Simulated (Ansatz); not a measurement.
Series [InX4]-: vertical IE (eV) at several levels, gas phase, relaxed structures; Ansatz. Core potentials for In in the def2 sets, no spin–orbit coupling. The structures are stationary points that may keep the symmetry of their start. Remarks come from the PBE and PBE0 runs and from stability tests at other levels; not every state was tested. HOMO above LUMO (over both spins in singlets and doublets, within one spin in higher multiplets; at PBE or PBE0), or a gap under 0.15 eV within one spin, warns that the state may not be the lowest or that an electron is smeared out.

| species | state | geometry | PBE-D4/def2-TZVPD | r2SCAN-D4/def2-TZVPD | remarks |
| --- | --- | --- | --- | --- | --- |
| [InCl4]- (InCl4⁻) | singlet to doublet | PBE-D4/def2-SVPD | 5.83 | 6.13 | gap within one spin near zero at PBE or PBE0 (neutral doublet) |
| [InF4]- (InF4⁻) | singlet to doublet | PBE0-D4/def2-SVPD | 6.82 | 7.13 | gap within one spin near zero at PBE or PBE0 (neutral doublet) |
| [InH4]- (InH4⁻) | singlet to doublet | PBE-D4/def2-TZVPD | 4.05 | 4.17 | gap within one spin near zero at PBE or PBE0 (neutral doublet) |
| [In(OH)4]- (InO4H4⁻) | singlet to doublet | PBE0-D4/def2-SVPD | 4.41 | 4.58 | gap within one spin near zero at PBE or PBE0 (neutral doublet) |

(1) Estimate the column for PBE0-D4/def2-TZVPD.

(1) [InCl4]- (InCl4⁻) 6.54; [InF4]- (InF4⁻) 7.75; [InH4]- (InH4⁻) 4.34; [In(OH)4]- (InO4H4⁻) 5.05.

Over the 4 species that have every level, the mean is 5.28 at PBE-D4/def2-TZVPD, 5.50 at r2SCAN-D4/def2-TZVPD, 5.92 at PBE0-D4/def2-TZVPD.
